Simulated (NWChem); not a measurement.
System meant: CH$_{4}$BeO; SMILES [BeH][O]C

Here is an NWChem input.

```
start job
memory heap 200 mb stack 900 mb global 1100 mb
geometry units angstroms noautoz
  Be    -0.012231     1.643562    -0.002768
  H     -0.032232     2.982477    -0.006257
  O      0.008451     0.240649     0.001508
  C     -0.004052    -1.143023    -0.000636
  H      0.891072    -1.555315     0.517670
  H     -0.906362    -1.539356     0.517734
  H     -0.007328    -1.544944    -1.039114
end
basis spherical
  Be library def2-svp
  H library def2-svp
  O library def2-svp
  C library def2-svp
end
dft
  xc pbe0
  iterations 4
  mulliken
end
task dft energy
```

End of the output:

```
    Atom       Charge   Shell Charges
 -----------   ------   -------------------------------------------------------
    1 Be   4     3.72   1.96  0.43  0.21  0.85  0.27
    2 H    1     1.12   0.63  0.47  0.02
    3 O    8     8.30   1.97  0.88  0.57  2.80  2.07  0.01
    4 C    6     5.93   1.96  0.57  0.31  1.81  1.14  0.13
    5 H    1     0.98   0.65  0.27  0.06
    6 H    1     0.98   0.65  0.27  0.06
    7 H    1     0.98   0.65  0.27  0.06

 center of mass
 --------------
 x =   0.00202997 y =   0.15215450 z =   0.00019357

 moments of inertia (a.u.)
 ------------------
         208.953611716322           0.000000000000          -0.000000000001
           0.000000000000          11.641110433357           0.000000000000
          -0.000000000001           0.000000000000         208.963584868634

     Multipole analysis of the density
     ---------------------------------

     L   x y z        total         alpha         beta         nuclear
     -   - - -        -----         -----         ----         -------
     0   0 0 0     -0.000000    -11.000000    -11.000000     22.000000

     1   1 0 0     -0.006781     -0.003391     -0.003391      0.000000
     1   0 1 0     -0.698241     -0.349120     -0.349120      0.000000
     1   0 0 1     -0.001117     -0.000559     -0.000559     -0.000000

     2   2 0 0    -13.456348     -9.615940     -9.615940      5.775532
     2   1 1 0      0.045461      0.046075      0.046075     -0.046689
     2   1 0 1     -0.000135      0.000193      0.000193     -0.000521
     2   0 2 0    -16.574754    -71.099736    -71.099736    125.624718
     2   0 1 1      0.003232      0.002814      0.002814     -0.002397
     2   0 0 2    -13.455544     -9.612951     -9.612951      5.770358

 ------------------------------------------------------------------------
 dft energy failed                                                                                  0
 ------------------------------------------------------------------------
 ------------------------------------------------------------------------
  current input line :
    23: task dft energy
 ------------------------------------------------------------------------
 ------------------------------------------------------------------------
 This type of error is most commonly associated with calculations not reaching convergence criteria
 ------------------------------------------------------------------------
 For more information see the NWChem manual at https://nwchemgit.github.io

0:dft energy failed:Received an Error in Communication
```

Problem. Find the fault in this run and fix the input.

Solution. The run did not converge; its last values are not results. Cause: the SCF was allowed too few iterations. This input runs:
```
start job
memory heap 200 mb stack 900 mb global 1100 mb
geometry units angstroms noautoz
  Be    -0.012231     1.643562    -0.002768
  H     -0.032232     2.982477    -0.006257
  O      0.008451     0.240649     0.001508
  C     -0.004052    -1.143023    -0.000636
  H      0.891072    -1.555315     0.517670
  H     -0.906362    -1.539356     0.517734
  H     -0.007328    -1.544944    -1.039114
end
basis spherical
  Be library def2-svp
  H library def2-svp
  O library def2-svp
  C library def2-svp
end
dft
  xc pbe0
  iterations 150
  mulliken
end
task dft energy
```
It converges to -130.24856 Ha (PBE0/def2-SVP).
